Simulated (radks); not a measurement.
Values are calculated unless marked as measured or tabulated.
Q: Species: Sr II. Configuration: [Kr] 4d1 (not the ground configuration). Code: a radial shooting solver on a logarithmic mesh with Libxc functionals. Model: scalar-relativistic Kohn-Sham, r2SCAN, spin-polarised, spherical densities, finite nucleus; open shells are filled with parallel spins first (spin-orbit coupling, left out, can overturn this in heavy ions); meta-GGA in the generalised Kohn-Sham scheme; Fermi nuclear charge, rms radius 4.224 fm. Some entries of the table are withheld. Estimate them.

orbital  occ.  eigenvalue (hartree)  <r^2> (bohr^2)
1s down     1             -587.2634        0.002068
1s up       1             -587.2630        0.002068
2s up       1             -80.04738         0.03502
2s down     1             -80.04549         0.03502
2p up       3             -71.05893         0.02766
2p down     3             -71.05776         0.02766
3s up       1             -12.69173          0.2765
3s down     1             -12.69105          0.2765
3p up       3              -9.75826          0.2891
3p down     3              -9.75746          0.2891
3d up       5                   (1)          0.3026
3d down     5                   (2)          0.3025
4s up       1                   (3)           2.132
4s down     1                   (4)           2.117
4p up       3              -1.03228             (5)
4p down     3              -1.01440             (6)
4d up       1              -0.20397           11.41

A: 
(1) 3d up eigenvalue (hartree): -4.93337
(2) 3d down eigenvalue (hartree): -4.93189
(3) 4s up eigenvalue (hartree): -1.71216
(4) 4s down eigenvalue (hartree): -1.70010
(5) 4p up <r^2> (bohr^2): 2.878
(6) 4p down <r^2> (bohr^2): 2.823
